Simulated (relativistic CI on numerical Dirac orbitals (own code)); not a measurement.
# Sensitivity of the levels of Ge11+ to α and to the nuclear radius

These numbers are calculated, not measured: Dirac-Coulomb-Breit CI, KLI orbitals optimised for each configuration, derivatives by finite differences, unscaled Slater integrals, QED left out (own radial code, finite nucleus).

Configurations in the expansion (outside the closed core [Ne]): 3s2 3p6 3d3, 3s2 3p5 3d4, 3s 3p6 3d4, 3s2 3p6 3d2 4s, 3p6 3d5, 3s2 3p6 3d2 4p, 3s2 3p6 3d2 4d, 3s2 3p6 3d 4s2. Levels of other configurations are missing.

With x = (α/α₀)² − 1 an excitation energy changes as ω = ω₀ + qx; K = 2q/ω₀ is the relative enhancement. Terms are leading LS components, so labels can repeat. The field-shift factor is F = δν/δ⟨r²⟩ for the transition from the lowest level.

Lowest level 3s2 3p6 3d3 4F_3/2.

| Level | ω₀ (cm⁻¹) | q (cm⁻¹) | K | F (GHz/fm²) |
| --- | --- | --- | --- | --- |
| 3s2 3p6 3d3 4F_5/2 | 2506 | 2817 | 2.25 | 0.0126 |
| 3s2 3p6 3d3 4F_7/2 | 5612 | 5940 | 2.12 | 0.0269 |
| 3s2 3p6 3d3 4F_9/2 | 9082 | 8993 | 1.98 | 0.0411 |
| 3s2 3p6 3d3 4P_1/2 | 35963 | 2823 | 0.157 | 0.0138 |
| 3s2 3p6 3d3 4P_3/2 | 36170 | 1897 | 0.105 | 0.0119 |
| 3s2 3p6 3d3 2G_7/2 | 39494 | 4193 | 0.212 | 0.0454 |
| 3s2 3p6 3d3 4P_5/2 | 40047 | 7202 | 0.36 | 0.0325 |
| 3s2 3p6 3d3 2G_9/2 | 41856 | 5293 | 0.253 | 0.0546 |
| 3s2 3p6 3d3 2D_3/2 | 50128 | 3451 | 0.138 | 0.0347 |
| 3s2 3p6 3d3 2P_1/2 | 52365 | 5937 | 0.227 | 0.0577 |
| 3s2 3p6 3d3 2H_9/2 | 54842 | 7852 | 0.286 | 0.0918 |
| 3s2 3p6 3d3 2H_11/2 | 55912 | 7117 | 0.255 | 0.0934 |
| 3s2 3p6 3d3 2D_5/2 | 57663 | 8453 | 0.293 | 0.0493 |

At this charge energies of transitions that change n are usually good to better than 1 %, and those within a shell (Δn = 0) to a few per cent. Terms inside the open d or f shell come out 10 to 20 % too wide with unscaled integrals.
